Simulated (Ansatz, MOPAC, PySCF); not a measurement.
Noncovalent pair: N2 (SMILES N#N) (first 2 atoms) with H2S (SMILES S); geometry from B3LYP-D3(BJ)/def2-TZVP, rigid monomers moved along the line of their centres of mass till N2···H4 is 3.19 Å.
(charge 0, multiplicity 1):
```xyz
5

N      0.4077    -0.8573    -0.5943
N      0.1869     0.0719    -0.0674
S     -0.4315     0.5301     4.0644
H     -0.4796     1.1309     2.8651
H      0.8942     0.7140     4.1693
```

Monomers are frozen at their geometry in the pair; levels with a basis set take the counterpoise correction. Rows marked so take none.

Frozen-core correlation. Rows in 6-31G* carry no dispersion term and start afresh at each structure (6-31G* with six Cartesian d functions). MP2/6-31G* freezes PySCF's default core. The state that PM7 reach isn't checked; PM7 holds dispersion and hydrogen-bond terms.

Codes used: Ansatz (Gaussian orbitals); MOPAC for PM7 (differences of heats of formation); PySCF for 6-31G* rows, the dispersion terms. 

```csv
level,interaction energy (kJ/mol)
PM7,-3.2
PBE/def2-TZVPPD,-1.5
PBE-D4/def2-TZVPPD,-2.7
BP86/6-31G* (no counterpoise),(withheld)
B3LYP/6-31G* (no counterpoise),-1.1
B3LYP-D3(BJ)/def2-TZVPPD,-2.0
PBE0-D3(BJ)/def2-TZVPPD,-2.5
MP2/6-31G*,-1.4
SCS-MP2/aug-cc-pV(T+d)Z,-1.8
```

Some entries are withheld; supply them.


- BP86/6-31G* (no counterpoise), interaction energy (kJ/mol): -0.2

Ansatz is a first-principles code.
